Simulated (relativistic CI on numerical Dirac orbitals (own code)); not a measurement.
## Ni³⁺ (3d7) in a crystal field

Calculated by Dirac-Coulomb-Breit CI, separate exchange-only KLI orbitals for each configuration, QED by a radiative potential, valence Slater integrals scaled by 0.9, one configuration in a parametric crystal field (own radial code). With so little scaling, terms lie 10 to 35 % too far apart, which can change the order of excited levels.

Field parameters in Wybourne normalisation: D4h B²₀ = −7Ds, B⁴₀ = 21(Dq − Dt), B⁴₄ = 21√(5/14) Dq. The field is a parameter set, without covalency.

S is read from ⟨S²⟩ = S(S + 1).

Powder χT (cm³ K mol⁻¹) by Van Vleck's formula, with temperature-independent terms:

```
                                       Field   2 K   5 K  10 K  20 K  50 K  100 K  200 K  300 K
D4h, 10Dq = 21550, Ds = -1500, Dt = 290 cm⁻¹  2.49   2.5  2.52  2.55  2.66   2.83   3.02   3.05
 D4h, 10Dq = 21550, Ds = 3000, Dt = 290 cm⁻¹  1.25  1.26  1.28  1.32  1.43   1.62   1.87   1.99
 D4h, 10Dq = 21550, Ds = 2590, Dt = 290 cm⁻¹  1.27  1.29  1.31  1.35  1.47   1.66   1.91   2.03
 D4h, 10Dq = 21550, Ds = 2180, Dt = 290 cm⁻¹  1.31  1.32  1.34  1.39  1.51   1.71   1.98    2.1
 D4h, 10Dq = 21550, Ds = 1770, Dt = 290 cm⁻¹  1.37  1.38  1.41  1.45  1.59    1.8   2.08    2.2
 D4h, 10Dq = 21550, Ds = 1360, Dt = 290 cm⁻¹  1.48   1.5  1.52  1.57  1.72   1.96   2.26   2.39
  D4h, 10Dq = 21550, Ds = 950, Dt = 290 cm⁻¹  1.71  1.73  1.76  1.82     2   2.28   2.64    2.8
  D4h, 10Dq = 21550, Ds = 550, Dt = 290 cm⁻¹   1.8  1.82  1.86  1.93  2.15   2.52   3.05   3.28
```

For D4h, 10Dq = 21550, Ds = 550, Dt = 290 cm⁻¹: what effective moment follows at 300 K?

μ_eff = √(8χT) = 5.12 μB. The ground level has S = 1.50; the spin-only moment for S = 3/2 is 3.88 μB. The difference comes from the orbital moment, spin-orbit mixing of terms and temperature-independent paramagnetism, all larger in this ionic model than in covalent complexes.
